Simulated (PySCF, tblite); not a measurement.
A set of runs on protonated anthracene, `c1ccc2Cc3c(cccc3)[CH+]c2c1`; the geometry of each is named by its level. Settings lines and outputs come from a driver script.

Compound: protonated anthracene, C₁₄H₁₁ (charge +1).
Atom-mapped SMILES: `[cH:1]1[cH:2][cH:3][c:4]2[c:5]([cH:6]1)[CH+:7][c:8]1[cH:9][cH:10][cH:11][cH:12][c:13]1[CH2:14]2` (hydrogens: H15 on C1; H16 on C2; H17 on C3; H18 on C6; H19 on C7; H20 on C9; H21 on C10; H22 on C11; H23 on C12; H24, H25 on C14)

Step 1: GFN2-xTB geometry optimisation, gas phase (tblite 0.8.0) (from a force-field or distance-geometry start)
```json
{"job": {"kind": "relax", "xc": "GFN2-xTB", "basis": "xTB"}, "charge": 1, "multiplicity": 1}
```
```
step      E/eV     max force
  0    -955.89256    3.633
  1    -956.19760    1.893
  2    -956.29686    0.573
...
 25    -956.42949    0.018
 26    -956.42955    0.016
 27    -956.42959    0.016
 28    -956.42963    0.014
 29    -956.42964    0.005
```

Energy lowered by 12.4 kcal/mol over 29 steps; largest atomic force 0.005 eV/Å at the end. «max force» is the largest atomic force in eV/Å.

Hardware: Arm Neoverse V1, one thread, no GPU, shared host with 32 logical CPUs at a one-minute load of 6.6. Cost: 0.32 s.

Step 2: GFN2-xTB harmonic vibrations, gas phase (tblite 0.8.0) (on the GFN2-xTB geometry)
```json
{"job": {"kind": "ir", "xc": "GFN2-xTB", "basis": "xTB"}, "charge": 1, "multiplicity": 1}
```
```
(table of modes left out)
```

69 modes from 52 to 3116 cm⁻¹ (unscaled, harmonic); zero-point energy 124.2 kcal/mol; all wavenumbers are real at this level.

Time: 1.5 s. Hardware: one thread of an Arm Neoverse V1 (shared host).

Step 3: PBE0-D3(BJ)/def2-SVP geometry optimisation, gas phase (PySCF 2.14.0) (from the GFN2-xTB geometry)
```json
{"job": {"xc": "PBE0", "basis": "def2-SVP", "d3": "d3bj", "grid": 1, "shake": 0.01, "kind": "geom"}, "charge": 1, "multiplicity": 1}
```
```
step   0  E = -538.87750445  max force = 0.065537
step   1  E = -538.88659205  max force = 0.010402
step   2  E = -538.88675742  max force = 0.003411
step   3  E = -538.88682903  max force = 0.002571
step   4  E = -538.88688331  max force = 0.001521
step   5  E = -538.88688970  max force = 0.000996
step   6  E = -538.88690195  max force = 0.000280
optimisation converged
```

Final energy -538.88690 Eh after 6 steps. Energies in Eh; «max force» is the largest Cartesian gradient component in Eh/bohr.

Hardware: one thread, Arm Neoverse V1 (aarch64), shared host with 32 logical CPUs at a one-minute load of 10. Cost: 5.0 min wall, 1.5 GiB resident at most.

Step 4: TDDFT wB97X-D/def2-SVPD, vertical, gas phase, core orbitals frozen in the response (PySCF 2.14.0, density-fitted response routines) (on the PBE0-D3(BJ)/def2-SVP geometry)
```json
{"job": {"kind": "uv", "xc": "wB97X-D", "basis": "def2-SVPD", "ip": false}, "charge": 1, "multiplicity": 1}
```
```
...
Static polarisability (au): isotropic 174.461, principal 78.933 156.077 288.373
Singlet excitations
state   eV       nm        f      main configurations
  1   3.1840    389.4   0.03487   H->L 0.98
  2   3.4510    359.3   0.45727   H-1->L 0.89
  3   3.6269    341.8   0.13404   H-2->L 0.90
  4   5.0955    243.3   0.00041   H-4->L 0.94
  5   5.2555    235.9   0.00000   H-5->L 0.94
  6   5.4507    227.5   0.03604   H-3->L 0.89
  7   5.7989    213.8   0.01600   H->L+1 0.45, H-1->L+2 0.42
  8   5.8151    213.2   0.00000   H-6->L 0.92
  9   6.0815    203.9   0.00023   H-1->L+1 0.27, H-1->L+3 0.19, H-2->L+1 0.19
 10   6.2658    197.9   0.00674   H-1->L+1 0.23, H-1->L+3 0.21, H-2->L+1 0.20
Triplet excitations (Tamm-Dancoff, eV): 2.2947 2.4666 2.9095 3.7987
```

HOMO -12.95 eV, LUMO -6.03 eV; lowest singlet 3.18 eV; lowest triplet 2.29 eV (Tamm–Dancoff); mean polarisability 174.5 au.

On an Arm Neoverse V1 with one thread, shared host, this took 3.4 min wall and 2.2 GiB of memory at its peak.

Geometry of the electronic-property runs (PBE0-D3(BJ)/def2-SVP):
```
atom  x, y, z in Å
C1     3.9075    1.1958    0.7189
C2     3.9420   -0.1163    0.2167
C3     2.7744   -0.7937   -0.1298
C4     1.5351   -0.1775    0.0152
C5     1.4922    1.1539    0.5243
C6     2.6931    1.8278    0.8724
C7     0.2479    1.7899    0.6758
C8    -0.9852    1.1960    0.3550
C9    -2.1994    1.9093    0.5388
C10   -3.4022    1.3173    0.2211
C11   -3.4121    0.0060   -0.2841
C12   -2.2311   -0.7099   -0.4713
C13   -1.0033   -0.1344   -0.1582
C14    0.2725   -0.8805   -0.3503
H15    4.8360    1.7045    0.9834
H16    4.9054   -0.6177    0.0950
H17    2.8347   -1.8134   -0.5175
H18    2.6380    2.8474    1.2610
H19    0.2383    2.8126    1.0684
H20   -2.1641    2.9276    0.9331
H21   -4.3407    1.8571    0.3585
H22   -4.3661   -0.4638   -0.5363
H23   -2.2718   -1.7279   -0.8659
H24    0.3394   -1.2052   -1.4062
H25    0.2176   -1.8315    0.2129
```

 (This holds for the electronic-property runs.)

wB97X-D is run here without its empirical dispersion term; that term would change no orbital, density or response property at a fixed geometry.
